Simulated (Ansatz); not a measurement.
Two members of one family (Rs-CaO), computed with Ansatz in the gas phase. The two geometries come from different levels. Binding counts from free atoms in the multiplicity of their measured ground term, without zero-point energy. The structures are stationary points that may keep the symmetry of their start.

First: 2x2x4 CaO rock-salt block, 2x2x4 (singlet, charge 0, PBE-D4/def2-SVP geometry).

```xyz
16

Ca    2.431   -1.759    2.165
O     0.795   -0.327    1.761
Ca   -0.883    1.153    1.389
O    -2.518    2.535    0.775
O     1.470   -3.221    0.912
Ca   -0.292   -1.923    0.505
O    -1.918   -0.407    0.044
Ca   -3.529    1.041   -0.397
O     3.469   -1.081    0.406
Ca    1.951    0.479   -0.062
O     0.222    1.884   -0.496
Ca   -1.434    3.283   -0.927
Ca    2.532   -2.564   -0.842
O     0.899   -1.150   -1.309
Ca   -0.775    0.292   -1.832
O    -2.422    1.767   -2.094
```

```tsv
level	HOMO (eV)	LUMO (eV)	gap (eV)	binding per atom (eV)
PBE-D4/def2-SVP	-3.82	-1.26	2.56	4.91
r2SCAN-D4/def2-SVP	-3.90	-0.79	3.10	4.90
PBE0-D4/def2-SVP	-4.98	-0.68	4.29	4.61
```

Second: 1x4x4 CaO rock-salt block, 1x4x4 (singlet, charge 0, r2SCAN-D4/def2-SVP geometry).

Cartesian coordinates in Å:
```
Ca -3.713 0.725 -2.333
O -3.077 -0.878 -1.216
Ca -2.126 -2.787 -0.508
O -1.662 -3.903 1.168
O -2.109 1.915 -1.859
Ca -1.277 0.306 -0.471
O -0.231 -1.618 -0.054
Ca 0.141 -2.984 1.671
Ca -0.140 3.013 -1.793
O 0.715 1.282 -0.611
Ca 1.746 -0.562 0.132
O 2.056 -1.844 2.019
O 1.187 4.195 -0.734
Ca 2.109 2.704 0.393
O 3.071 0.895 1.339
Ca 3.310 -0.459 2.855
```

Problem. What does the change do? Estimate second minus first.

Solution. 
| level | Δ HOMO (eV) | Δ LUMO (eV) | Δ gap (eV) | Δ binding per atom (eV) |
| --- | --- | --- | --- | --- |
| PBE-D4/def2-SVP | 0.94 | -0.71 | -1.65 | -0.28 |
| r2SCAN-D4/def2-SVP | 1.01 | -0.72 | -1.74 | -0.29 |
| PBE0-D4/def2-SVP | 0.99 | -0.75 | -1.74 | -0.29 |
